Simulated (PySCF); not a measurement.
A structure optimised at r2SCAN-D4/def2-TZVP, used in a PySCF frequency run:

```xyz
3

Cl     0.0000    -1.5325    -0.1017
B      0.0000     0.0000     0.6919
Cl     0.0000     1.5325    -0.1017
```
Charge 0, spin multiplicity 2.

Task: Write its SMILES, formula and point group.

Result: Cl[B]Cl, BCl₂, C2v

Task: What are its rotational constants (standard atomic weights)?

Result: 85.544, 3.0350, 2.9310 GHz
